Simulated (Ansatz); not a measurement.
Harmonic frequencies (cm⁻¹) at PBE0-D4/def2-TZVP from Ansatz: 200, 379, 489, 506, 604, 684, 884, 2016, 3959.

Each molecule was computed in one conformer, which needn't be the lowest.

**Question.** Which molecule is it?
A. `[OH][AlH2]`
B. `[NH2][Al]([Br])[Br]`
C. `[OH][AlH][Cl]`
D. `[OH][AlH][OH]`

**Answer.** C.
